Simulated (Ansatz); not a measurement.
Ansatz (a quantum-chemistry and plane-wave program) input for diboron tetrafluoride cation (B2F4), SMILES FB(F)B(F)F (connectivity only; charge and spin as stated), charge +1, multiplicity 2, PBE0/def2-SVPD. Coordinates come from a PBE0-D3(BJ)/def2-SVP optimisation. The spin state was assumed, not searched. One conformer was computed; it need not be the lowest.

Ansatz 0.2 input:
```yaml
crystal:
  periodic: [false, false, false]
  atoms:
    - {symbol: F, position_ang: [0.83833609, -0.83833609, -1.46567801]}
    - {symbol: B, position_ang: [0.00000000, 0.00000000, -1.01693479]}
    - {symbol: F, position_ang: [-0.83833609, 0.83833609, -1.46567801]}
    - {symbol: B, position_ang: [-0.00000000, -0.00000000, 1.01693478]}
    - {symbol: F, position_ang: [0.83833609, 0.83833609, 1.46567801]}
    - {symbol: F, position_ang: [-0.83833609, -0.83833609, 1.46567801]}
basis:
  gaussian:
    orbitals: def2-SVPD
hamiltonian:
  xc: {name: PBE0}
total_charge: 1
magnetization: {spin_polarized: true, initial_magnetization: 1}
```

Log of the run:

```
WARN ansatz: RAYON_NUM_THREADS=1 ignored (pool sized by the plan → 1); use --threads N
Functional definition: PBE0
integrals: 0.05 GiB planned
1058 factors; their error is unknown
mean field: 0.66 GiB planned
mean field evaluation 1: about -12184.1792 eV, gradient 5.7e1 eV
mean field evaluation 2: about -12167.6291 eV, gradient 9.3e1 eV
mean field evaluation 4: about -12193.4786 eV, gradient 7.0e-1 eV
mean field evaluation 8: about -12193.5620 eV, gradient 5.7e-3 eV
mean field evaluation 16: about -12193.5620 eV, gradient 2.3e-5 eV
mean field -12193.56200922 eV, -448.1051387458 hartree, gradient 2.3e-5 eV, S^2 0.751636; 0 other end points of the search recorded, 0 dependent functions left out
reference -12193.56204997 eV, -448.1051402432 hartree; 23, 22 occupied and 109, 110 virtual orbitals, 1058 factors
Total energy: -12193.56204997 eV, -448.1051402432 hartree
```

The run converged.
